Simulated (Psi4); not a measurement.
thionyl fluoride (F$_{2}$OS), singlet, geometry from GFN2-xTB, with bond 4-2 at 1.5 times its length; Psi4 with HF/3-21G.

Psi4 was given this input:
```
memory 2 GB

molecule {
0 1
  O     1.36431422   -0.14953623   -0.37776966
  S     0.20253837   -0.00630885    0.40783444
  F    -0.66691673    1.26541662   -0.23549748
  F    -1.46008202   -1.67876526   -0.43453661
}

set basis 3-21g
set stability_analysis check
set scf_type pk

energy('scf')
print_variables()
```

It wrote (shortened):

```
   => Loading Basis Set <=

    Name: 3-21G
    Role: ORBITAL
    Keyword: BASIS

         ---------------------------------------------------------
                                   SCF
               by Justin Turney, Rob Parrish, Andy Simmonett
                          and Daniel G. A. Smith
                              RHF Reference
         ---------------------------------------------------------

  ==> Geometry <==

    Molecular point group: c1
    Full point group: C1

    Geometry (in Angstrom), charge = 0, multiplicity = 1:

       Center              X                  Y                   Z               Mass
    ------------   -----------------  -----------------  -----------------  -----------------
         O            1.505209809133    -0.028014248657    -0.311082752085    15.994914619570
         S            0.343433959133     0.115213131343     0.474521347915    31.972071174400
         F           -0.526021140867     1.386938601343    -0.168810572085    18.998403162730
         F           -1.319186430867    -1.557243278657    -0.367849702085    18.998403162730

  Running in c1 symmetry.

  Rotational constants: A =      0.25857  B =      0.14237  C =      0.10350 [cm^-1]
  Rotational constants: A =   7751.70404  B =   4268.25331  C =   3102.71171 [MHz]
  Nuclear repulsion =  165.375266610395101

  Charge       = 0
  Multiplicity = 1
  Electrons    = 42
  Nalpha       = 21
  Nbeta        = 21

  ==> Algorithm <==

  SCF Algorithm Type is PK.
  DIIS enabled.
  MOM disabled.
  Fractional occupation disabled.
  Guess Type is SAD.
  Energy threshold   = 1.00e-06
  Density threshold  = 1.00e-06
  Integral threshold = 1.00e-12

  ==> Primary Basis <==

  Basis Set: 3-21G
    Blend: 3-21G
    Number of shells: 22
    Number of basis functions: 40
    Number of Cartesian functions: 40
    Spherical Harmonics?: false
    Max angular momentum: 1

  ==> Integral Setup <==

  Using in-core PK algorithm.
   Calculation information:
      Number of atoms:                   4
      Number of AO shells:              22
      Number of primitives:             42
      Number of atomic orbitals:        40
      Number of basis functions:        40

      Integral cutoff                 1.00e-12
      Number of threads:                 1

  Performing in-core PK
  Using 673220 doubles for integral storage.
  We computed 23205 shell quartets total.
  Whereas there are 32131 unique shell quartets.

  ==> DiskJK: Disk-Based J/K Matrices <==

[...]
	Sorting File: SO Ints (nn|nn) nbuckets = 1
	Constructing frozen core operators
	Starting first half-transformation.
	Sorting half-transformed integrals.
	First half integral transformation complete.
	Starting second half-transformation.
	Two-electron integral transformation complete.
	Starting first half-transformation.
	Sorting half-transformed integrals.
	First half integral transformation complete.
	Starting second half-transformation.
	Two-electron integral transformation complete.
    Lowest singlet (RHF->RHF) stability eigenvalues:
       A 0.091421         A 0.092590         A 0.161347         A 0.210980
       A 0.244250

    Lowest triplet (RHF->UHF) stability eigenvalues:
       A -0.251099        A 0.031978         A 0.033372         A 0.067694
       A 0.092344

  ==> Post-Iterations <==

    Orbital Energies [Eh]
    ---------------------

    Doubly Occupied:

[...]
    Virtual:

[...]
      40A      3.701443

    Final Occupation by Irrep:
              A
    DOCC [    21 ]
    NA   [    21 ]
    NB   [    21 ]

  @RHF Final Energy:  -667.50495361600315

   => Energetics <=

    Nuclear Repulsion Energy =            165.3752666103951015
    One-Electron Energy =               -1254.5078277670922944
    Two-Electron Energy =                 421.6276075406940436
    Total Energy =                       -667.5049536160031494

Computation Completed

Properties will be evaluated at   0.000000,   0.000000,   0.000000 [a0]

Properties computed using the SCF density matrix

 Multipole Moments:

 ------------------------------------------------------------------------------------
     Multipole            Electronic (a.u.)      Nuclear  (a.u.)        Total (a.u.)
 ------------------------------------------------------------------------------------

 L = 1.  Multiply by 2.5417464519 to convert [e a0] to [Debye]
 Dipole X            :         -0.8068605            1.7569798            0.9501193
 Dipole Y            :          0.7489573            0.1635634            0.9125207
 Dipole Z            :          0.8741515            0.5172881            1.3914396
 Magnitude           :                                                    1.9161223

 ------------------------------------------------------------------------------------

  Variable Map:
  ----------------------------------------------------------------------------
[...]
  Array Variable Map:
  ----------------------------------------------------------------------------
[...]
[...]
```
